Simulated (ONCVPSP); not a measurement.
**Ranking ONCV potentials for N**

All share these settings but for the change named:

ONCVPSP 4.0.1 input, shortened (lines: element, Z, core and valence counts, functional; n l f; lmax; l rc ep ncon nbas qcut; lloc lpopt rc5 dvloc0; l nproj debl; icmod fcfact rcfact), PBEsol, non-relativistic:

```
  N 7.00    1    2  -116133      upf
    1    0    2.00
    2    0    2.00
    2    1    2.00
    2
    0    1.10    0.00    3    8    4.90
    1    1.40    0.00    4    8   11.80
    2    1.25    0.24    5    8    8.00
    4    5    0.95    0.00
    0    1    3.80
    1    2    2.00
    2    2    2.00
    3    4.50    1.10
```

Test errors are all-electron minus pseudo excitation energies from the reference, over 2s2 2p3; 2s2 2p1; 2s2 2p0; 2s2 2p2.5. None of these files shows a bound ghost.

The base gives 410.9 meV.

Of 9 variants that were run, those that failed, showed a ghost or another fault, or gave nearly equal values are left out.

A variant can come out equal or close to the base, since the largest error may sit in a test that the change hardly touches while other tests move.

(1) Rank these variants by their largest absolute test error, smallest first.
A. s: rc 1.26
B. s: rc 0.78; local potential polynomial inside 0.78 bohr (lpopt 5, dvloc0 0 Ha)
C. s: rc 1.48
D. s: rc 1.06

Answers

(1) B (315.7 meV), D (397.3 meV), A (465.3 meV), C (533.3 meV).
